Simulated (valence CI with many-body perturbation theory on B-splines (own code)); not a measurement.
**Xe XXXII: one-electron terms**

Level of theory: relativistic CI+MBPT: five valence electrons over a frozen Dirac-Fock core [Ar], a basis of 7 s, 7 p, 8 d, 6 f, 4 g, 1 h functions for each j, with the one-electron correlation potential Σ1 (screened to all orders), the two-electron term Σ2, the three-electron term Σ3, Breit, model QED; selected single and double excitations, second order for the rest (own B-spline code, finite nucleus).

The last digits are not significant, and no measured levels were compared; by estimate large intervals hold to a few tenths of a per cent, small ones and those within an open d or f shell to about a per cent. Only levels of the ground parity were solved; by the run's estimate the other parity begins above the list, which can be wrong where configurations are misplaced.

These are the spectroscopic orbitals of the CI (the correlating ones are not listed), shaped by the core and the other valence electrons. h is the expectation value of the core's Dirac-Fock operator, without the valence repulsion; Σ1 is computed up to l = 3 at one energy for each symmetry, that of its lowest orbital but kept below the first core excitation, so for empty shells it is not the orbital's own correlation shift; Breit and QED include the response of the core.

| Orbital | h (hartree) | Σ1 (cm⁻¹) | Breit (cm⁻¹) | QED (cm⁻¹) | ⟨r⟩ (bohr) |
| --- | --- | --- | --- | --- | --- |
| 4s1/2 | -49.963 | -7228 | 3934 | 2881 | 0.5790 |
| 5s1/2 | -30.447 | -2729 | 1906 | 1417 | 0.9502 |
| 6s1/2 | -20.504 | -1358 | 1045 | 787 | 1.418 |
| 4p1/2 | -48.063 | -9317 | 6185 | -104 | 0.5775 |
| 5p1/2 | -29.512 | -3436 | 3078 | -48.8 | 0.9568 |
| 6p1/2 | -19.979 | -1696 | 1718 | -26.5 | 1.433 |
| 4p3/2 | -47.043 | -8897 | 3852 | 187 | 0.5913 |
| 5p3/2 | -29.023 | -3367 | 1923 | 95.9 | 0.9738 |
| 6p3/2 | -19.706 | -1679 | 1129 | 54.5 | 1.454 |
| 3d3/2 | -84.366 | -21336 | 8434 | -788 | 0.2539 |
| 4d3/2 | -44.3 | -9198 | 2937 | -211 | 0.5697 |
| 5d3/2 | -27.704 | -3603 | 1434 | -97.1 | 0.9706 |
| 3d5/2 | -83.725 | -20415 | 4069 | -423 | 0.2568 |
| 4d5/2 | -44.073 | -8979 | 1473 | -94.4 | 0.5732 |
| 5d5/2 | -27.593 | -3503 | 712 | -41.1 | 0.9750 |
| 4f5/2 | -41.528 | -19912 | 259 | -117 | 0.5238 |
| 5f5/2 | -26.433 | -8342 | 119 | -57.6 | 0.9387 |
| 4f7/2 | -41.456 | -17763 | -176 | -75.5 | 0.5252 |
| 5f7/2 | -26.393 | -7402 | -71.9 | -35.9 | 0.9404 |
| 5g7/2 | -25.727 |  | 16.0 | -12.3 | 0.8512 |
| 5g9/2 | -25.71 |  | -21.1 | -2.3 | 0.8520 |

Among the shells of the start configuration 3d5, Σ1 is largest in size for 3d3/2, where it is 0.12 % of h.

Lowest root of each symmetry, sizes in configuration state functions:

| J | Parity | Roots | Reference | Variational | Second order | Change by selected CI (cm⁻¹) | Change by second order (cm⁻¹) |
| --- | --- | --- | --- | --- | --- | --- | --- |
| 1/2 | even | 4 | 39 | 17560 | 85959 | -19004 | -4 |
| 3/2 | even | 7 | 67 | 25141 | 345258 | -18670 | -40 |
| 5/2 | even | 10 | 81 | 26790 | 289099 | -15340 | -87 |
| 7/2 | even | 7 | 72 | 24190 | 182228 | -17825 | -225 |
| 9/2 | even | 5 | 56 | 24178 | 19845 | -17758 | -181 |
| 11/2 | even | 3 | 35 | 24370 | 161254 | -17714 | -39 |
| 13/2 | even | 1 | 18 | 19267 | 6931 | -17729 | -8 |
